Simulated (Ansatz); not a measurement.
Frontier orbitals of `Cl[Si]1(I)CO1`.

Cartesian coordinates in Å:
```
Cl -1.8825 1.1572 1.2248
Si -0.1501 0.6456 0.3121
I 1.1628 2.5990 -0.1521
C 0.0784 -0.9318 -0.5060
O 0.6263 -0.6818 0.8711
H -0.6973 -1.6939 -0.5084
H 0.8624 -1.0944 -1.2414
```

Total charge 0; spin multiplicity 1. Correlated methods include outer-core shells of I, which these sets cover unevenly. I: def2 effective core potential. The structure was optimised at the PBE0-D4/def2-TZVP level. Basis def2-TZVPP, Ansatz.

| functional | HOMO (eV) | LUMO (eV) | gap (eV) |
| --- | --- | --- | --- |
| LDA (SPW92) | -6.77 | -2.45 | 4.32 |
| PBE | -6.59 | -2.20 | 4.39 |
| BLYP | -6.45 | -2.09 | 4.36 |
| PBE0 | -7.84 | -1.33 | 6.51 |
| B3LYP | -7.61 | -1.57 | 6.04 |
| HSE06 (plane-wave form) | -7.45 | -1.70 | 5.75 |
| LC-ωPBE | -10.49 | 0.89 | 11.38 |
| ωB97X-V | -10.13 | 0.80 | 10.93 |
| ωB97M-V | -10.00 | 0.58 | 10.58 |

From PBE to PBE0 the HOMO moves by −1.25 eV and the LUMO by +0.87 eV, and with ωB97M-V by −3.41 and +2.78 eV, so the gap grows from 4.40 to 10.58 eV with exact exchange. A positive LUMO is unbound and depends on the basis.

B3LYP here is the variant with VWN-RPA as its local correlation; programs differ in this. LC-ωPBE has ω = 0.4 bohr⁻¹.
